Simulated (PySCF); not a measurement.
**Radial density of Cu⁺ (copper, charge +1)**

UHF, [Ar] 3d9 4p1, one real determinant (an excited configuration). Calculation: PySCF 2.14, in ANO-RCC-VTZP (6s5p3d2f1g, 59 functions); scalar relativity by spin-free X2C-1e.

| r (bohr) | 4πr²ρ (e/bohr) | 4πr²(ρα − ρβ) |
| --- | --- | --- |
| 0.000713 | 0.1717 | 0.0000 |
| 0.00120 | 0.4316 | 0.0000 |
| 0.00202 | 1.067 | 0.0000 |
| 0.00339 | 2.564 | 0.0000 |
| 0.00570 | 5.891 | 0.0000 |
| 0.00959 | 12.49 | 0.0001 |
| 0.0161 | 23.00 | 0.0003 |
| 0.0271 | 33.39 | 0.0010 |
| 0.0457 | 33.91 | 0.0043 |
| 0.0768 | 27.85 | 0.0158 |
| 0.129 | 36.69 | 0.0532 |
| 0.217 | 34.76 | 0.2193 |
| 0.365 | 17.50 | 0.7649 |
| 0.615 | 22.73 | 1.1659 |
| 1.03 | 10.72 | 0.6344 |
| 1.74 | 1.799 | 0.3319 |
| 2.93 | 0.4564 | 0.3581 |
| 4.92 | 0.09864 | 0.0970 |
| 8.28 | 0.004339 | 0.0043 |

Densities and radii are taken from the X2C orbitals without a picture-change correction, which distorts them close to the nucleus.

⟨L²⟩ = 8.02 against 12 for a pure F term, so this real determinant mixes terms.
